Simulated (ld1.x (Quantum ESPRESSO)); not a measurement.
## Re: RRKJ pseudisation with PBEsol, scalar-relativistic reference atom.

```json
{
  "Element": "Re (Z = 75)",
  "Generator": "ld1.x (Quantum ESPRESSO) 7.5",
  "Type": "norm-conserving RRKJ (Kleinman–Bylander form)",
  "Functional": "PBEsol",
  "Relativity": "scalar-relativistic",
  "Frozen core": "[Kr] 4d10 4f14",
  "Valence charge": "15",
  "Reference configuration": "5s2 5p6 5d5 6s1 6p0 (charge +1)",
  "Partial waves": "5s (bound): rc 1.75 bohr; 5p (bound): rc 1.55 bohr; 5d (bound): rc 2.25 bohr",
  "Local potential": "all-electron potential smoothed inside 1.60 bohr (lloc = -1)",
  "Core correction": "a·sin(br)/r model core inside 1.45 bohr",
  "rho0": "0.01"
}
```

Occupied shells without a wave of their own: 6s. They enter only through the test configuration that unscreens the potential, and ld1.x also counts them in the model core charge.

All-electron outer shells of the reference configuration (PBEsol, scalar-relativistic, ld1.x):

| shell | level (eV) | outermost node (bohr) | outermost maximum (bohr) |
| --- | --- | --- | --- |
| 5s | -93.08 | 0.52 | 0.93 |
| 5p | -54.85 | 0.56 | 1.06 |
| 4f | -50.12 | – | 0.41 |
| 5d | -12.99 | 0.62 | 1.41 |
| 6s | -12.73 | 1.24 | 2.48 |
| 6p | -6.93 | 1.47 | 3.22 |

Results:

* Cutoffs needed: 60 Ry and 90 Ry (the cutoffs (Ry, on a coarse ladder) from which the occupation-weighted sum of valence levels, in a spherical-Bessel basis at the reference potential, stays within 10 and 1 mRy of its value at 400 Ry)
* Ghost test: no extra level below or beside the all-electron valence levels (s, p, d, f tested) (spherical-Bessel basis up to 400 Ry, 20 bohr box)
* Largest excitation error: -266 meV (all-electron minus pseudo) for 5s2 5p6 5d4 6s2 6p0, out of 7 test configurations

ld1.x takes every shell without a wave as core, so the model core holds the 6s electrons as well and exchange and correlation see them twice. This cancels in the reference configuration, but the file is broken for other ones, and its errors say nothing about a proper core correction.

Generation and tests took about 2 s on one core of a shared server CPU.
